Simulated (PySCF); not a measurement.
## Energy profile

The step: CH₄O ([CH3][OH]) + AlH₃ → CH₅AlO ([CH3][O][AlH2]) + H₂; bonds formed: H2–H5; dative contacts that become bonds: Al1–O6; bonds broken: Al1–H2, H5–O6 (atoms numbered as in the saddle structure below).

```
10
angstrom
Al -1.0437 -0.0731 -1.0494
H 0.3275 0.7971 -1.7864
H -0.8439 -1.6359 -1.2235
H -2.3975 0.6945 -1.3173
H 0.4527 0.8613 -0.7514
O -0.0460 0.6027 0.3584
C 0.7352 -0.1610 1.2575
H 0.0790 -0.7161 1.9325
H 1.3625 0.5079 1.8497
H 1.3742 -0.8772 0.7299
```

Electronic energies by CCSD(T) at an estimated basis limit (MP2 extrapolated from triple and quadruple zeta, plus CCSD(T) − MP2 in triple zeta), on PBE0-D4/def2-TZVP structures; CH7AlO, closed shell; no counterpoise correction. Program: PySCF 2.14 with density fitting (its default auxiliary sets; JK sets also for MP2 and CCSD(T)). Basis: def2-TZVPP and def2-QZVPP. Cores are frozen in the correlated methods. Extrapolation: Hartree–Fock as exp(−7.88 √X), correlation as X^−2.97.

Task: Give the profile in kcal/mol, counted from the separated reactants. (An estimate is asked for; the value comes from the calculation.)

Result: The calculation gives:
```
                                                                                                         point  kcal/mol
     separated: AlH3 (Al1, H2, H3, H4; singlet) + CH4O (linked as [CH3][OH]; H5, O6, C7, H8, H9, H10; singlet)      0.00
                                                                                               start structure    -24.57
                                                                                                        saddle     -6.62
                                                                                                 end structure    -30.87
separated: CH5AlO (linked as [CH3][O][AlH2]; Al1, H3, H4, O6, C7, H8, H9, H10; singlet) + H2 (H2, H5; singlet)    -29.43
```
The saddle lies below the separated reactants: the barrier is submerged.

The T1 diagnostic stays at or below 0.013.

The step is the kind of ligand exchange by which a precursor binds to a hydroxyl group, or is hydrolysed, in atomic layer deposition of oxides.

For scale, one of the runs: CCSD(T)/def2-TZVPP, 202 basis functions, launched by `OMP_NUM_THREADS=4 python run.py`. Hardware: 4 CPU threads of an Arm Neoverse V1, shared host. Wall time 5.7 min; peak host memory 2.3 GiB.
